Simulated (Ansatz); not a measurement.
`[OH][Ti]([Cl])([Cl])[Cl]` + NH₃ → `[NH2][Ti]([Cl])([Cl])[Cl]` + H₂O at 298.15 K and 1 bar (ligand exchange at a Ti–O bond).

Isolated molecules relaxed with PBE0-D4/def2-TZVP in Ansatz; ΔE leaves out vibrations. CBS: MP2 limit from def2 TZ/QZ plus the TZ coupled-cluster correction, frozen cores. This one scheme is used for every species. For Ti outer-core shells are correlated without core-valence functions, which leaves a few kJ/mol of doubt a bond. Scalar relativity is left out up to krypton. One conformer a species, not always the lowest.

| species | CCSD(T)/CBS energy (Eh) | H − E (kJ/mol) | S (J/(mol·K)) |
| --- | --- | --- | --- |
| `[OH][Ti]([Cl])([Cl])[Cl]` | -2304.28409 | 67.3 | 384.8 |
| NH₃ | -56.50880 | 100.5 | 192.4 |
| `[NH2][Ti]([Cl])([Cl])[Cl]` | -2284.39597 | 99.5 | 391.4 |
| H₂O | -76.37941 | 66.4 | 188.7 |

H − E and S are ideal-gas, rigid-rotor, harmonic terms from PBE0-D4/def2-TZVP, for one conformer and one mirror image of each species. 1 Eh = 2625.50 kJ/mol, R = 8.31446 J/(mol·K).

Task: By hand: ΔE, ΔH, ΔS and ΔG.

Result: ΔE = (-2284.39597) + (-76.37941) − (-2304.28409) − (-56.50880) = 0.01751 Eh = 46.0 kJ/mol. Δ(H − E) = 99.5 + 66.4 − 67.3 − 100.5 = -1.9, so ΔH = 44.1 kJ/mol. ΔS = 391.4 + 188.7 − 384.8 − 192.4 = 2.9 J/(mol·K). ΔG = 44.1 − 298.15 × (2.9)/1000 = 43.2 kJ/mol.

Task: By hand: the equilibrium constant, and the temperature at which ΔG would vanish if ΔH and ΔS stayed fixed.

Result: log₁₀ K = −ΔG/(RT ln 10) = -7.6. ΔG = 0 at ΔH/ΔS = 15207 K, far beyond where these terms or the molecules hold.

The number of gas molecules stays the same, so ΔS is small and ΔH decides. A doubt of 5 kJ/mol in ΔE shifts log₁₀ K by 0.9 here. Other conformers and mirror images would add mixing entropy, several J/(mol·K) or more a flexible species. Modes under 60 cm⁻¹, often nearly free rotors, make the harmonic entropy too high. These are equilibria of isolated gas molecules and say nothing of rates. Largest T1 diagnostic: 0.025 (customary marks: 0.02 for closed shells, 0.045 for open ones).
